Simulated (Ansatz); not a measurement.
Reactions of `[SiH3]C1(Cl)C[SiH2]1`.

Gas-phase electronic energies from Ansatz, PBE0-D4/def2-TZVP geometries. CCSD(T)/CBS is the MP2 limit (def2-TZVPP, def2-QZVPP) plus CCSD(T) − MP2 in def2-TZVPP, frozen cores. This one scheme is used for every species. Functionals use def2-TZVPP. B3LYP here is the variant with VWN-RPA as its local correlation; programs differ in this. For Zn outer-core shells are correlated without core-valence functions, which leaves a few kJ/mol of doubt a bond. Scalar relativity is left out up to krypton. One conformer a species, not always the lowest.

| reaction | CCSD(T)/CBS(def2) (kJ/mol) |
| --- | --- |
| `[SiH3]C1(Cl)C[SiH2]1` + `[F][Al]1[CH]=[CH]1` → `[F][Al]1[CH]=[C]1[SiH3]` + `ClC1C[SiH2]1` | -2 |
| `[SiH3]C1(Cl)C[SiH2]1` + `[SiH3]C#CS` → `[SiH3]C#CS[SiH3]` + `ClC1C[SiH2]1` | -50 |
| `[SiH3]C1(Cl)C[SiH2]1` → `C=C[SiH2][SiH2]Cl` | -185 |
| `[SiH3]C1(Cl)C[SiH2]1` → `[SiH3]/C=C\[SiH2]Cl` | ? |
| `[SiH3]C1(Cl)C[SiH2]1` + `O[CH2][ZnH]` → `[SiH3]O[CH2][ZnH]` + `ClC1C[SiH2]1` | ? |
| `[SiH3]C1(Cl)C[SiH2]1` → `ClC1C[SiH2]1` + `[SiH2]` | 247 |

**Question.** Fill in the missing values. (Best estimate.)

**Answer.** Ansatz gave: `[SiH3]C1(Cl)C[SiH2]1` → `[SiH3]/C=C\[SiH2]Cl`: -180.3 kJ/mol; `[SiH3]C1(Cl)C[SiH2]1` + `O[CH2][ZnH]` → `[SiH3]O[CH2][ZnH]` + `ClC1C[SiH2]1`: -85.0 kJ/mol.

Largest T1 diagnostic: 0.014, for `O[CH2][ZnH]`.
